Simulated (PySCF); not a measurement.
**Bonds of Mo to Cl, Br, O**

r²SCAN in PySCF with def2-TZVPP on every atom (core potentials on Mo), for the lowest determinant that a PBE0 search found; no spin–orbit coupling. D0 is De less the harmonic zero-point energy.

| X | state of MoX | D0(MoX) (eV) | D0(X₂) (eV) |
| --- | --- | --- | --- |
| Cl | sextet (σ ↑, π ↑↑, δ ↑↑) | 3.81 | 2.54 |
| Br | sextet (σ ↑, π ↑↑, δ ↑↑) | 3.38 | 2.28 |
| O | quintet (σ ↑, π ↑, δ ↑↑) | 5.35 | 5.53 |

Give the energy of Mo + X₂ → MoX + X at 0 K for each X.

Cl: 2.54 − 3.81 = -1.27 eV; Br: 2.28 − 3.38 = -1.10 eV; O: 5.53 − 5.35 = +0.18 eV (r²SCAN/def2-TZVPP; negative means exothermic).

Does an atom of Br displace O from MoO?

MoO + Br → MoBr + O has ΔE = 5.35 − 3.38 = +1.97 eV at r²SCAN/def2-TZVPP, so it is uphill.

Gas-phase diatomics only hint at surface chemistry, where an atom holds several bonds.

The metal atom is held in its measured ground configuration; semilocal functionals can put another filling of s and d lower by some tenths of an eV, and De to that atom would be smaller. Spin–orbit coupling is left out, which matters for elements this heavy, above all for dissociation energies. States were picked by a PBE0 search and need not be the measured ground states. The state is the lowest single determinant that the PBE0 search found; with open d or f shells the true ground state can be another one.
